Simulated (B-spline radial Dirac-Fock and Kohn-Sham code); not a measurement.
## How the settings move the core levels of Sm⁷⁺

ΔSCF core binding energies without Breit or QED terms, calculated with a radial B-spline solver. Keys: rel is the Hamiltonian (dirac, or spin-free x2c and nr, where L3 and M5 stand for the whole 2p and 3d shells), method is hf or an exchange,correlation pair (spin-unpolarised, also for the hole states), nuc the nuclear model, radius_factor scales its radius, rmax is the box in bohr, h the logarithmic mesh step, order the B-spline order, points the quadrature points per cell, c_factor scales the speed of light, and damp, ndamp, maxit and tol steer the iteration. The run stops when the commutator error falls below 10·tol·max(1, Z/10), or the numerical noise floor, and the energy has settled to about 1e-8 Ha; the virial ratio is −V/T.

Base input:

```json
{"items": [{"Z": 62, "q": 7, "cfg": [[1, 0, 2], [2, 0, 2], [2, 1, 6], [3, 0, 2], [3, 1, 6], [3, 2, 10], [4, 0, 2], [4, 1, 6], [4, 2, 10], [4, 3, 4], [5, 0, 2], [5, 1, 3]], "A": 152, "rrms": 5.0819, "do": "settings", "holes": ["K", "L3", "M5"],
  "settings": [{"rel": "dirac", "method": "hf", "nuc": "fermi", "radius_factor": 1.0, "rmax": 45.0, "h": 0.3, "order": 8, "points": 10, "c_factor": 1.0, "maxit": 60, "damp": 0.5, "ndamp": 3, "tol": 1e-08}]}]}
```

The ground state converged in 10 iterations, with total energy -10417.06293 Ha, virial ratio 1.92234 and highest orbital energy -113.65 eV. ΔSCF binding energies: K (1s) 47143.5 eV, L3 (2p3/2) 6847.9 eV, M5 (3d5/2) 1199.1 eV.

Changes from the base run:

```csv
changed setting,Δ total energy (Ha),Δ K (eV),Δ L3 (eV),Δ M5 (eV),iterations
rmax = 80.0,0.00000,0.00,0.00,0.00,10
order = 6,+0.00057,0.00,0.00,0.00,10
radius_factor = 0.5; order = 6; c_factor = 0.9,?,?,?,?,?
tol = 0.0001,0.00000,0.00,0.00,0.00,9
rel = "nr"; radius_factor = 0.5; tol = 0.0001,+394.64120,-2602.59,-7.89,+24.50,9
rel = "nr",+394.64120,-2602.59,-7.89,+24.50,10
c_factor = 0.9,-105.92090,+703.95,+0.17,-6.17,10
```

Question: What does the change radius_factor = 0.5; order = 6; c_factor = 0.9 do?

Answer: The total energy moves by -106.57107 Ha and the binding energies by K +711.25 eV, L3 +0.12 eV, M5 -6.19 eV; the run takes 10 iterations.
